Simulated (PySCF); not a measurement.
# `C=C[C@@H]1O[C@H](C#N)[GeH2]1`, C₅H₇GeNO

Cartesian coordinates in Å; atom numbers follow the order of the lines, from 1:
```xyz
15

C     2.5299    0.5148    0.4559
C     1.2091    0.5626    0.4130
C     0.4042    0.0803   -0.7366
O    -0.7743    0.8383   -0.9923
C    -1.8177    0.2079   -0.2467
C    -1.9833    0.7298    1.0776
N    -2.0780    1.1009    2.1574
Ge   -0.7592   -1.5324   -0.2705
H     3.0821    0.8534    1.3148
H     3.1089    0.1327   -0.3696
H     0.6381    0.9578    1.2437
H     1.0006    0.0389   -1.6518
H    -2.7602    0.2904   -0.7967
H    -1.1923   -2.4430   -1.4116
H    -0.6123   -2.3244    1.0218
```

The calculation used PySCF 2.14.0, TDDFT CAM-B3LYP/aug-cc-pVDZ circular dichroism and optical rotation, one conformer, gas phase. Geometry: GFN2-xTB.

The molecule is flexible and this is one conformer; a measurement averages over conformers. The calculation is non-relativistic, which matters for the atoms heavier than Zn.

**Question.** Draw the ECD and absorption spectra from the lowest 12 states, each a Gaussian of half-width 0.25 eV at 1/e height.

**Answer.** 
| E (eV) | λ (nm) | Δε (L mol⁻¹ cm⁻¹) | ε (L mol⁻¹ cm⁻¹) |
| --- | --- | --- | --- |
| 5.04 | 246 | +1.13 | 111 |
| 5.14 | 241 | +4.75 | 470 |
| 5.24 | 237 | +14.57 | 1440 |
| 5.34 | 232 | +32.42 | 3210 |
| 5.44 | 228 | +52.35 | 5190 |
| 5.54 | 224 | +61.30 | 6190 |
| 5.64 | 220 | +51.82 | 5760 |
| 5.74 | 216 | +31.44 | 5390 |
| 5.84 | 212 | +14.26 | 7400 |
| 5.94 | 209 | +6.97 | 12400 |
| 6.04 | 205 | +4.89 | 17500 |
| 6.14 | 202 | -1.13 | 18900 |
| 6.24 | 199 | -13.20 | 15700 |
| 6.34 | 196 | -23.16 | 10700 |
| 6.44 | 193 | -23.58 | 7100 |
| 6.54 | 190 | -17.23 | 5870 |
| 6.64 | 187 | -13.32 | 6510 |
| 6.74 | 184 | -18.87 | 8130 |
| 6.84 | 181 | -33.50 | 9710 |
| 6.94 | 179 | -48.79 | 10400 |
| 7.04 | 176 | -54.35 | 9860 |
| 7.14 | 174 | -46.73 | 8450 |

Δε uses R in velocity form, ε uses f in length form. Only the states computed contribute, so the short-wavelength end is incomplete.

The sign of the CD band at 180 nm isn't settled: the length form gives the opposite one.
